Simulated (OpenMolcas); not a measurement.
# Computed transition rates of F⁺

```yaml
Program: OpenMolcas
Method: "MS-RASPT2, IPEA 0.25 Eh, imaginary shift 0.1 Eh (closed shells correlated: 1s 2s)"
Basis: ANO-RCC [8s7p4d3f2g]
Scalar_Hamiltonian: DKH2, point nucleus
Active_space: 4 electrons in 9 orbitals (RAS2 2p; RAS3 3s 3d, at most 1 electron)
State_averaging: 2S+1 = 3 even, 3 roots; 2S+1 = 1 even, 6 roots; 2S+1 = 5 odd, 6 roots; 2S+1 = 3 odd, 14 roots; 2S+1 = 1 odd, 8 roots
Spin-orbit_coupling: state interaction with AMFI integrals over the reference wave functions, term energies averaged over their components
```

Rates come from the transition moments of the reference wave functions (E1 and E2 in the length form). At fixed line strength A goes as λ^-3 for E1 and M1 and as λ^-5 for E2, so a rate at the computed wavelength can be rescaled to the measured one. Measured vacuum wavelengths follow from level energies in NIST Handbook of Basic Atomic Spectroscopic Data. Branching counts decays inside the model space alone, at computed energies, and the table is only a selection of the E2 and M1 lines, drawn from those between levels with measured partners whose computed energy lies within a factor of 1.5 of the measured one.

```
      Upper        Lower  Type  λ computed (nm)  λ measured (nm)  A computed (s-1)  A rescaled (s-1)  Branching %
2s2 2p4 1S0  2s2 2p4 1D2    E2            347.8            415.9          5.26e+00          2.15e+00         90.6
2s2 2p4 1S0  2s2 2p4 3P1    M1            203.3            224.3          5.40e-01                            9.3
2s2 2p4 1D2  2s2 2p4 3P2    M1            481.7            479.1          4.25e-02                           75.7
2s2 2p4 1D2  2s2 2p4 3P1    M1            489.3              487          1.35e-02                           24.1
2s2 2p4 3P1  2s2 2p4 3P2    M1            31120            29310          7.49e-04          8.97e-04        100.0
2s2 2p4 3P0  2s2 2p4 3P1    M1            64380            67320          2.03e-04          1.78e-04        100.0
```

Spin-changing lines and M1 lines between different terms are not rescaled, since their strength hangs on the term gaps too.

The largest correction is for 2s2 2p4 1S0 → 2s2 2p4 1D2 (E2): 5.26e+00 × (347.8 / 415.9)^5 = 2.15e+00 s-1, a factor of 0.41.

The computed rate and branching of 2s2 2p4 3P1 → 2s2 2p4 3P2 give the upper level a radiative lifetime of 1.000 / 7.49e-04 s-1 = 1.34e+03 s, counting decays inside the model space alone. The rescaled rate gives about 1.1e+03 s.

No measured rate stands beside these. Rescaling mends the energy factor alone: line strengths can still be far off where a level mixes with configurations outside the active space, and weak or spin-changing lines hang on small mixing coefficients that depend on the term gaps too, so rescaling need not improve them.

CASPT2 does not keep the components of a term degenerate, so their means are used; among the terms shown or strongly mixed into the levels shown the widest spread is 250 cm-1 (2s2 2p4 1D). With the s shell closed, the reference lacks s² → p² mixing. Measured partners are found by configuration, term and J. A level has none where our copy of the source lacks it or the pairing is in doubt (some pairs that miss far off the trend of their configuration count as doubtful). Levels of configurations outside the active space are missing.
